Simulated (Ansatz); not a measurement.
GaBr₃. Charge 0, multiplicity 1. Geometry relaxed at PBE-D4/def2-SVP.

Cartesian coordinates in Å:
```
Ga 0.000 0.000 0.000
Br -0.250 -1.844 -1.324
Br -0.672 2.048 -0.755
Br 0.922 -0.205 2.079
```

Task: Estimate the harmonic wavenumbers at RKS PBE-D4/def2-SVP (Ansatz, unscaled). Is this a minimum?

Result: 78, 78, 105, 218, 341, 341 cm⁻¹. Yes, no mode is imaginary beyond noise. Zero-point energy 6.9 kJ/mol. Run time 30 s (2 threads of AMD EPYC 7R13 on a shared host).
